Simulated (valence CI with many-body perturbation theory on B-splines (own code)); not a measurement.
## Questions on Ca¹⁵⁺

Computed by configuration interaction combined with many-body perturbation theory (CI+MBPT): three valence electrons over a frozen Dirac-Fock core [He], a basis of 11 s, 11 p, 10 d, 8 f, 5 g, 2 h functions for each j, with the one-electron correlation potential Σ1 (screened to all orders), the two-electron term Σ2, the three-electron term Σ3, Breit, model QED; selected single and double excitations, second order for the rest, scaled by the run's own slope (own B-spline code, finite nucleus).

No measured levels were compared; by estimate levels of excited configurations hold to 0.05 to 0.15 % of their energy, terms of the ground configuration to about 0.5 %.

Names give the largest LS component (configuration and term), which can be under half, so a name can repeat, a term be missing and a line seem to break the LS rules; names also repeat where a configuration has a term twice.

Rates and lifetimes use the calculated energies. Strong lines usually hold to 10 to 20 %, long lifetimes can be off by a factor of two.

**Question.** What is the ground level?

**Answer.** 2s2 2p 2P°_1/2, composition 97 % 2s2 2p 2P° + 3 % 2p3 2P°, g = 0.663.

**Question.** Among levels below 60.036 Ry, which E1 lines absorb most strongly from the ground level?

**Answer.** to 2s2 3d 2D_3/2 at 2.146 nm, f = 0.655; to 2s 2p 3p 2D_3/2 at 2.058 nm, f = 0.194; to 2s2 4d 2D_3/2 at 1.648 nm, f = 0.125.

**Question.** Where does the other parity begin?

**Answer.** At 2s 2p2 4P_1/2, 2.439 Ry.

**Question.** How well does LS coupling describe the low levels?

**Answer.** Among the lowest 20 levels the leading LS term, summed over configurations, holds 96 % on average. For single configurations the figures are 93 % in LS and 76 % in jj coupling. Terms mix most in the J = 1/2 level at 5.400 Ry, where the leading one holds 66 %.

**Question.** What is the ionisation energy?

**Answer.** 973.74 eV; NIST lists 973.7 ± 0.3 eV (semi-empirical).

**Question.** How is the term 2P° of the ground level split?

**Answer.** J = 1/2 at 0.000, J = 3/2 at 0.334 Ry.
